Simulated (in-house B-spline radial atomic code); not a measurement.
Rb⁴⁺. Computed with a B-spline radial atomic code. Model: all-electron spherical atom, spin shells full or empty, radial basis limit, no spin-orbit coupling: exact exchange with a local potential (Slater, KLI or optimised effective potential, whose far tail is KLI's), no correlation.

Exchange potential has not reached -1/r at the last radius.

The run also made RPA and GW results, which its time includes.

The Slater potential averages the orbital exchange potentials with the orbital densities as weights, KLI adds orbital constants, and the optimised effective potential minimises the exact-exchange energy among local potentials. So their energies lie above Hartree-Fock in the order OEP, KLI, Slater. All fall off as −1/r, unlike LDA and GGA exchange.

Command:
```bash
python run_gw.py task.json out
```
Settings (nuclear radius in fm, other lengths in bohr, energies in hartree):
```
Z                      37
electrons              33
configuration          [Ar] 3d10 4s2 4p3
hamiltonian            x2c
method                 kli
lmax                   9
rms_radius             4.2036
spin_polarised         True
box_radius             11.96
intervals              100
```

Run time, properties included: 15 s on 1 thread of Arm Neoverse N1, on a shared host.

Given: hamiltonian one-electron scalar X2C; mean-field start exchange-only KLI.

Computed: energy above Hartree-Fock 13.931 millihartree.

```json
{"radius (bohr)": "0.00135", "r times exchange potential up (hartree bohr)": "-0.042584", "r times exchange potential down (hartree bohr)": "-0.042471"}
{"radius (bohr)": "0.00167", "r times exchange potential up (hartree bohr)": "-0.052584", "r times exchange potential down (hartree bohr)": "-0.052445"}
{"radius (bohr)": "0.00207", "r times exchange potential up (hartree bohr)": "-0.065014", "r times exchange potential down (hartree bohr)": "-0.064841"}
{"radius (bohr)": "0.00257", "r times exchange potential up (hartree bohr)": "-0.080416", "r times exchange potential down (hartree bohr)": "-0.080201"}
{"radius (bohr)": "0.00318", "r times exchange potential up (hartree bohr)": "-0.098982", "r times exchange potential down (hartree bohr)": "-0.098716"}
{"radius (bohr)": "0.00394", "r times exchange potential up (hartree bohr)": "-0.12171", "r times exchange potential down (hartree bohr)": "-0.12138"}
{"radius (bohr)": "0.00488", "r times exchange potential up (hartree bohr)": "-0.14914", "r times exchange potential down (hartree bohr)": "-0.14873"}
{"radius (bohr)": "0.00604", "r times exchange potential up (hartree bohr)": "-0.18182", "r times exchange potential down (hartree bohr)": "-0.18131"}
{"radius (bohr)": "0.00749", "r times exchange potential up (hartree bohr)": "-0.22069", "r times exchange potential down (hartree bohr)": "-0.22006"}
{"radius (bohr)": "0.00927", "r times exchange potential up (hartree bohr)": "-0.26519", "r times exchange potential down (hartree bohr)": "-0.26441"}
{"radius (bohr)": "0.0115", "r times exchange potential up (hartree bohr)": "-0.31572", "r times exchange potential down (hartree bohr)": "-0.31473"}
{"radius (bohr)": "0.0142", "r times exchange potential up (hartree bohr)": "-0.369", "r times exchange potential down (hartree bohr)": "-0.36777"}
{"radius (bohr)": "0.0176", "r times exchange potential up (hartree bohr)": "-0.42413", "r times exchange potential down (hartree bohr)": "-0.42257"}
{"radius (bohr)": "0.0218", "r times exchange potential up (hartree bohr)": "-0.47513", "r times exchange potential down (hartree bohr)": "-0.47314"}
{"radius (bohr)": "0.027", "r times exchange potential up (hartree bohr)": "-0.51553", "r times exchange potential down (hartree bohr)": "-0.51295"}
{"radius (bohr)": "0.0335", "r times exchange potential up (hartree bohr)": "-0.5383", "r times exchange potential down (hartree bohr)": "-0.53484"}
{"radius (bohr)": "0.0415", "r times exchange potential up (hartree bohr)": "-0.54", "r times exchange potential down (hartree bohr)": "-0.53517"}
{"radius (bohr)": "0.0514", "r times exchange potential up (hartree bohr)": "-0.53429", "r times exchange potential down (hartree bohr)": "-0.52725"}
{"radius (bohr)": "0.0636", "r times exchange potential up (hartree bohr)": "-0.56162", "r times exchange potential down (hartree bohr)": "-0.55182"}
{"radius (bohr)": "0.0788", "r times exchange potential up (hartree bohr)": "-0.65422", "r times exchange potential down (hartree bohr)": "-0.64232"}
{"radius (bohr)": "0.0976", "r times exchange potential up (hartree bohr)": "-0.78374", "r times exchange potential down (hartree bohr)": "-0.77077"}
{"radius (bohr)": "0.121", "r times exchange potential up (hartree bohr)": "-0.89769", "r times exchange potential down (hartree bohr)": "-0.88428"}
{"radius (bohr)": "0.15", "r times exchange potential up (hartree bohr)": "-0.95225", "r times exchange potential down (hartree bohr)": "-0.93904"}
{"radius (bohr)": "0.186", "r times exchange potential up (hartree bohr)": "-0.9247", "r times exchange potential down (hartree bohr)": "-0.91205"}
{"radius (bohr)": "0.23", "r times exchange potential up (hartree bohr)": "-0.86983", "r times exchange potential down (hartree bohr)": "-0.85359"}
{"radius (bohr)": "0.285", "r times exchange potential up (hartree bohr)": "-0.96324", "r times exchange potential down (hartree bohr)": "-0.93306"}
{"radius (bohr)": "0.353", "r times exchange potential up (hartree bohr)": "-1.1962", "r times exchange potential down (hartree bohr)": "-1.1553"}
{"radius (bohr)": "0.437", "r times exchange potential up (hartree bohr)": "-1.3828", "r times exchange potential down (hartree bohr)": "-1.3406"}
{"radius (bohr)": "0.541", "r times exchange potential up (hartree bohr)": "?", "r times exchange potential down (hartree bohr)": "?"}
{"radius (bohr)": "0.67", "r times exchange potential up (hartree bohr)": "-1.3039", "r times exchange potential down (hartree bohr)": "-1.2823"}
{"radius (bohr)": "0.83", "r times exchange potential up (hartree bohr)": "-1.1038", "r times exchange potential down (hartree bohr)": "-1.0587"}
{"radius (bohr)": "1.03", "r times exchange potential up (hartree bohr)": "?", "r times exchange potential down (hartree bohr)": "?"}
{"radius (bohr)": "1.27", "r times exchange potential up (hartree bohr)": "-1.283", "r times exchange potential down (hartree bohr)": "-0.85888"}
{"radius (bohr)": "1.58", "r times exchange potential up (hartree bohr)": "-1.3937", "r times exchange potential down (hartree bohr)": "-0.93583"}
{"radius (bohr)": "1.95", "r times exchange potential up (hartree bohr)": "-1.3859", "r times exchange potential down (hartree bohr)": "-0.98036"}
{"radius (bohr)": "2.42", "r times exchange potential up (hartree bohr)": "-1.305", "r times exchange potential down (hartree bohr)": "-0.99611"}
{"radius (bohr)": "3", "r times exchange potential up (hartree bohr)": "-1.2102", "r times exchange potential down (hartree bohr)": "-0.99958"}
```

(1) What belongs in the row 0.541?

(2) What belongs in the row 1.03?

```json
{"occupied": "1s up", "level (hartree)": "-553.84", "Hartree-Fock level (hartree)": "-563.76"}
{"occupied": "1s down", "level (hartree)": "-553.73", "Hartree-Fock level (hartree)": "-563.74"}
{"occupied": "2s up", "level (hartree)": "-75.95", "Hartree-Fock level (hartree)": "-79.412"}
{"occupied": "2s down", "level (hartree)": "-75.858", "Hartree-Fock level (hartree)": "-79.396"}
{"occupied": "2p up", "level (hartree)": "?", "Hartree-Fock level (hartree)": "?"}
{"occupied": "2p down", "level (hartree)": "-67.499", "Hartree-Fock level (hartree)": "-70.403"}
{"occupied": "3s up", "level (hartree)": "-13.244", "Hartree-Fock level (hartree)": "-14.483"}
{"occupied": "3s down", "level (hartree)": "?", "Hartree-Fock level (hartree)": "?"}
{"occupied": "3p up", "level (hartree)": "-10.553", "Hartree-Fock level (hartree)": "-11.507"}
{"occupied": "3p down", "level (hartree)": "-10.468", "Hartree-Fock level (hartree)": "-11.446"}
{"occupied": "3d up", "level (hartree)": "-6.0924", "Hartree-Fock level (hartree)": "-6.5595"}
{"occupied": "3d down", "level (hartree)": "-6.0029", "Hartree-Fock level (hartree)": "-6.5285"}
{"occupied": "4s up", "level (hartree)": "-3.1956", "Hartree-Fock level (hartree)": "-3.3831"}
{"occupied": "4s down", "level (hartree)": "-2.953", "Hartree-Fock level (hartree)": "-2.955"}
{"occupied": "4p up", "level (hartree)": "-2.5393", "Hartree-Fock level (hartree)": "-2.5426"}
```

(3) What belongs in the row 2p up?

(4) What belongs in the row 3s down?

| empty | level (hartree) |
| --- | --- |
| 4p down | -2.3016 |
| 4d up | -1.6053 |
| 4d down | -1.4129 |
| 5s up | ? |
| 5s down | -1.2767 |
| 5p up | -1.1539 |
| 5p down | -1.0779 |

(5) What belongs in the row 5s up?

Results:

(1) r times exchange potential up (hartree bohr): -1.4261; r times exchange potential down (hartree bohr): -1.3915.

(2) r times exchange potential up (hartree bohr): -1.1066; r times exchange potential down (hartree bohr): -0.86435.

(3) level (hartree): -67.602; Hartree-Fock level (hartree): -70.434.

(4) level (hartree): -13.162; Hartree-Fock level (hartree): -14.438.

(5) level (hartree): -1.3676.

The highest level, 4p up, differs from Hartree-Fock by +0.09 eV and the deepest, 1s up, by +270 eV: a local potential can match the highest level but can't give each shell its own exchange.
